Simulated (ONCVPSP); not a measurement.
Ranking ONCV potentials for Li

All share these settings but for the change named:

Li, optimised norm-conserving Vanderbilt (ONCV), made with ONCVPSP 4.0.1 (PBE, scalar-relativistic). Core none, reference 1s2 2s1. Waves: 1s+2s: rc 1.10 bohr, ncon 4, nbas 8, qcut 9 1/bohr, 2 projectors; p scattering state at 0.04 Ha: rc 1.20 bohr, ncon 4, nbas 8, qcut 7.5 1/bohr, 2 projectors, debl 3.4 Ha; d scattering state at 0.13 Ha: rc 1.00 bohr, ncon 4, nbas 8, qcut 8.5 1/bohr, 2 projectors, debl 1.7 Ha. Local part: polynomial inside 0.95 bohr (lpopt 2, dvloc0 -1 Ha). Core correction: none.

Cutoff: the first of the cutoffs (Ha) at which the residual kinetic energy of the hardest occupied pseudo-wave falls to 1 and 0.1 mHa per electron; the density cutoff is not measured.

The base gives 35 Ha.

Of 6 variants that were run, those that failed, showed a ghost or another fault, or gave nearly equal values are left out.

A variant can come out equal or close to the base.

Question: Rank these variants from softest to hardest (loose cutoff).
A. reference 1s2 2p1; waves 1s: rc 1.10 bohr, ncon 4, nbas 8, qcut 9 1/bohr, 2 projectors, debl 3.5 Ha; 2p: rc 1.20 bohr, ncon 4, nbas 8, qcut 7.5 1/bohr, 2 projectors, debl 3.4 Ha
B. s: qcut 6.2; p: qcut 5.2; d: qcut 5.9
C. s: rc 1.36

Answer: C (29 Ha), A (35 Ha), B (131 Ha).
